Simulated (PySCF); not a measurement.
# Correlation energy of V²⁺ (vanadium, charge +2)

[Ar] 3d3, high-spin 4F determinant. All numbers are calculated (PySCF 2.14, scalar relativity by spin-free X2C-1e, in ANO-RCC-VTZP (6s5p3d2f1g, 59 functions)). Frozen: [Ne]; 11 electrons correlated.

```tsv
level	correlation energy (mhartree)
CCSD	-332.03
(T)	-5.92
CCSD(T)	-337.95
```

Diagnostics: T1 = 0.0045, D1 = 0.0100, largest double amplitude 0.030.

Cost of the coupled-cluster step: about 4 core-seconds, for 11 correlated electrons.
